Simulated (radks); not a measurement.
Co3+, configuration [Ar] 3d6. Calculated with a radial shooting solver on a logarithmic mesh with Libxc functionals: non-relativistic Kohn-Sham, LDA (Slater exchange, Perdew-Wang correlation), spin-unpolarised, spherical densities, point nucleus.

Unscreened Slater integrals over Kohn-Sham orbitals (cm^-1). Empty in this configuration: 4s.

integral    value
F0(3d,3d)  216560
F2(3d,3d)  100870
F4(3d,3d)   62875
F0(3d,3p)  229130
F2(3d,3p)  108720
G1(3d,3p)  134280
G3(3d,3p)   81686
F0(3d,3s)  233010
G2(3d,3s)  101880
F0(3d,2p)  300800
F2(3d,2p)   59024
G1(3d,2p)   44284
G3(3d,2p)   25171
F0(3d,4s)  112560
G2(3d,4s)   13533
F0(3p,3p)  244950
F2(3p,3p)  122500
F0(3p,3s)  249200
G1(3p,3s)  164990
F0(3p,2p)  333080
F2(3p,2p)   66647
G0(3p,2p)   25821
G2(3p,2p)   27153
F0(3p,4s)  114560
G1(3p,4s)  8611.9
F0(3s,3s)  253850
F0(3s,2p)  338290
G1(3s,2p)   27798
F0(3s,4s)  115010
G0(3s,4s)  6269.5
F0(2p,2p)  885000
F2(2p,2p)  417500
F0(2p,4s)  124780
G1(2p,4s)  3364.5
F0(4s,4s)   90182

Derived for the open shells (J is the average intra-shell exchange parameter used in DFT+U). 3d: Racah B = F2/49 - 5 F4/441 = 1346 cm^-1, C = 35 F4/441 = 4990 cm^-1, C/B = 3.71, F4/F2 = 0.623, J = (F2 + F4)/14 = 11700 cm^-1.
